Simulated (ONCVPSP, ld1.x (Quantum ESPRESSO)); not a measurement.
# Potentials for magnesium (Mg) compared

Generated with ld1.x 7.5 (TM, RRKJ, ultrasoft, PAW), atompaw 4.2 or ONCVPSP 4.0.1. The cutoff is in Ry: for ld1.x and atompaw files where the sum of valence levels is converged to 10 mRy in a Bessel basis, for ONCV files where the hardest occupied wave has 1 mHa per electron of residual kinetic energy. The error is the largest all-electron minus pseudo excitation energy over each file’s own four to seven test configurations (ionisations up to +4, promotions, holes and added fractions of an electron), all of which were solved. The labels leave out finer settings (local radius, basis sizes, second energies), which also bear on the numbers. Spin-polarised tests are not counted. The rows are a selection from randomly drawn settings: files with unsolved tests, undetermined cutoffs or missed reference levels are left out.

A true bound ghost makes a file unfit for plane-wave use even where its test errors are small: the radial tests pick states by their node count and pass the ghost by.

```csv
potential,cutoff (Ry),largest error (meV),bound ghosts
"ONCV, PBE, scalar-relativistic, rc 0.65/1.15/0.95 (spd), local smoothed, core correction yes, reference 2s2 2p6, qcut 10.6/12.4/10.2, projectors 2/3/3",354,-0.7,d
"ultrasoft, LDA (PZ), non-relativistic, rc 2.15/2.60 (sp), local smoothed, core correction no, reference 3s1 3p0",6,+34,none
"ONCV, PBEsol, scalar-relativistic, rc 1.00/1.20 (sp), local smoothed, core correction yes, reference 2s2 2p6 3s1 3p1, qcut 15.9/14.7, projectors 2/2",142,-0.3,none
"RRKJ, PBE, fully relativistic, rc 2.50/3.15 (sp), local s, core correction no, reference 3s2 3p0",6,+118,none
"TM, PBE, scalar-relativistic, rc 2.40/0.85/1.85 (spd), local smoothed, core correction no, reference 2p6 3s2 3p0",200,-578,none
```

Problem. Fill in the row for Mg: ONCV, PBEsol, fully relativistic, rc 2.65/0.95/2.25 (spd), local smoothed, core correction yes, reference 2p6 3s2, qcut 2.4/18.4/4.6, projectors 2/3/2.

Solution. cutoff 203 Ry, largest error -82 meV, bound ghosts: none.
